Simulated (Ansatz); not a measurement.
Species: sum formula GaBrCl$_{2}$, net charge 0, singlet state. 
Geometry from a B3LYP-D3(BJ)/def2-TZVP (Ansatz, a first-principles code) optimisation:
```xyz
4

Cl    -1.1094     2.1013     0.0083
Ga    -0.4196     0.0856     0.0056
Cl    -1.8435    -1.4990     0.0313
Br     1.8059    -0.3683    -0.0242
```

Total electronic energies in hartree. Cores are frozen in the correlated levels unless marked. No spin-orbit coupling. The frozen core is the preceding noble-gas configuration, with the filled d and f shells of earlier blocks. Non-relativistic. Basis-set limits of correlation are two-point, X^-3; Hartree-Fock from the larger set. [CCSD(T)-MP2]/basis is that difference in the basis named.

```csv
level,program,energy (Eh)
HF/6-31G*,Ansatz,-5414.21953
HF/def2-SVPD,Ansatz,-5414.01310
RI-HF/def2-TZVPP,Ansatz,-5414.87774
BLYP-D3(BJ)/def2-TZVPD,Ansatz + dftd3,-5419.70933
B3LYP-D3(BJ)/def2-TZVPD,Ansatz + dftd3,-5419.72343
PBE0/6-31G*,Ansatz,-5418.11747
PBE0/def2-TZVPD,Ansatz,-5418.75988
PBE0/def2-QZVPP,Ansatz,-5418.88080
BHLYP/def2-TZVPD,Ansatz,-5419.57994
HSE06/def2-TZVPD,Ansatz,-5418.74903
CAM-B3LYP-D3(BJ)/def2-TZVPD,Ansatz + dftd3,___
B2GP-PLYP-D3(BJ)/def2-TZVPD,Ansatz + dftd3,-5418.14447
B2PLYP/def2-TZVPD,Ansatz,-5418.52329
RI-MP2/def2-TZVPPD,Ansatz,-5415.48071
RI-MP2/def2-QZVPP,Ansatz,-5415.65200
SCS-MP2/STO-3G,Ansatz,-5354.94829
CCSD(T)/STO-3G,Ansatz,-5354.95798
CCSD(T)/6-31G*,Ansatz,-5414.69053
CCSD(T)/def2-QZVPP,Ansatz,-5415.72756
CCSD(T)/def2-QZVPPD,Ansatz,-5415.72832
"RI-MP2/CBS(def2-TZVPP,def2-QZVPP)+[CCSD(T)-MP2]/def2-QZVPP",Ansatz,-5415.7724
"CCSD(T)/CBS(def2-TZVPP,def2-QZVPP)",Ansatz,-5415.7739
"CCSD(T)/CBS(def2-TZVPPD,def2-QZVPPD)",Ansatz,-5415.7725
```

Problem. Fill in the missing entries.

Solution. 
- CAM-B3LYP-D3(BJ)/def2-TZVPD, energy (Eh): -5419.88650
